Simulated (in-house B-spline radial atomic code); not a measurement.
Relativistic effects in Mn III (Mn2+), [Ar] 3d5: non-relativistic Hartree-Fock (point nucleus) against Dirac-Hartree-Fock (Fermi nucleus of rms radius 3.7057 fm), both averages of the configuration, computed with a B-spline radial code for spherical atoms.

```json
{"orbital": "1s1/2", "ε NR (Eh)": "-241.23", "ε Dirac (Eh)": "-243.3", "<r> NR (bohr)": "0.06153", "<r> Dirac (bohr)": "0.06086", "change of <r> (%)": "-1.1"}
{"orbital": "2s1/2", "ε NR (Eh)": "-29.8", "ε Dirac (Eh)": "-30.229", "<r> NR (bohr)": "0.2807", "<r> Dirac (bohr)": "0.2775", "change of <r> (%)": "-1.1"}
{"orbital": "2p1/2", "ε NR (Eh)": "-25.506", "ε Dirac (Eh)": "-25.844", "<r> NR (bohr)": "0.2475", "<r> Dirac (bohr)": "0.2444", "change of <r> (%)": "-1.3"}
{"orbital": "2p3/2", "ε NR (Eh)": "-25.506", "ε Dirac (Eh)": "-25.454", "<r> NR (bohr)": "0.2475", "<r> Dirac (bohr)": "0.2473", "change of <r> (%)": "-0.1"}
{"orbital": "3s1/2", "ε NR (Eh)": "-4.4893", "ε Dirac (Eh)": "-4.559", "<r> NR (bohr)": "0.8605", "<r> Dirac (bohr)": "0.8525", "change of <r> (%)": "-0.9"}
{"orbital": "3p1/2", "ε NR (Eh)": "-3.1571", "ε Dirac (Eh)": "?", "<r> NR (bohr)": "0.9099", "<r> Dirac (bohr)": "?", "change of <r> (%)": "?"}
{"orbital": "3p3/2", "ε NR (Eh)": "-3.1571", "ε Dirac (Eh)": "-3.1554", "<r> NR (bohr)": "0.9099", "<r> Dirac (bohr)": "0.9094", "change of <r> (%)": "-0.1"}
{"orbital": "3d3/2", "ε NR (Eh)": "-1.2093", "ε Dirac (Eh)": "-1.2038", "<r> NR (bohr)": "1.122", "<r> Dirac (bohr)": "1.124", "change of <r> (%)": "+0.2"}
{"orbital": "3d5/2", "ε NR (Eh)": "-1.2093", "ε Dirac (Eh)": "?", "<r> NR (bohr)": "1.122", "<r> Dirac (bohr)": "?", "change of <r> (%)": "?"}
```

Question: What happens to 3d5/2?

Answer: Its energy goes to -1.1993 hartree and <r> to 1.128 bohr (+0.61 %).

Question: What happens to 3p1/2?

Answer: Its energy goes to -3.2052 hartree and <r> to 0.9011 bohr (-0.97 %).

Question: What explains the pattern of contraction and expansion?

Answer: Expansion is seen in 3d3/2, 3d5/2. The s and p1/2 orbitals contract directly, screen the nucleus better, and so push out orbitals that have little density near the nucleus; spin-orbit coupling adds to this for j = l + 1/2 and opposes it for j = l - 1/2.

Question: By how much does the total energy change?

Answer: By -7.6879 hartree, from -1148.861 to -1156.549.
